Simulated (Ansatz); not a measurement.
The cluster Sc₂N₂, relaxed as a singlet with RKS r2SCAN-D4/def2-SVP in Ansatz, starting from the GFN1-xTB geometry. Force threshold 0.02 eV/Å.

The structure comes from a short search, and lower isomers may exist.

Start:

```xyz
4

Sc   -0.393    0.554   -1.196
Sc    0.237    0.029    1.352
N    -1.353   -0.799    0.364
N     1.509    0.215   -0.520
```

| step | energy (eV) | largest force component (eV/Å) | SCF passes |
| --- | --- | --- | --- |
| 1 | -44365.9760 | 4.476 | 36 |
| 2 | -44368.2741 | 2.861 | 40 |
| 3 | -44369.0800 | 0.807 | 36 |
| 4 | -44369.2182 | 0.135 | 36 |
| 5 | -44369.2195 | 0.025 | 33 |
| 6 | -44369.2195 | 0.008 | 25 |

Force components are those of the run's own axes.

End:

```
atom    x (Å)    y (Å)    z (Å)
 Sc1  -0.3953   0.2388  -1.2681
 Sc2   0.3953  -0.2387   1.2682
  N3  -1.1973  -0.4041   0.2971
  N4   1.1973   0.4040  -0.2971
```

By distances, no bond broke or formed. The bond that changes most is Sc1–N3, from 2.28 to 1.87 Å (atoms count from 1).

No frequencies were taken in this run, so the end may be a saddle point.

It took 15 s on 4 threads of Arm Neoverse V2 on a shared host.
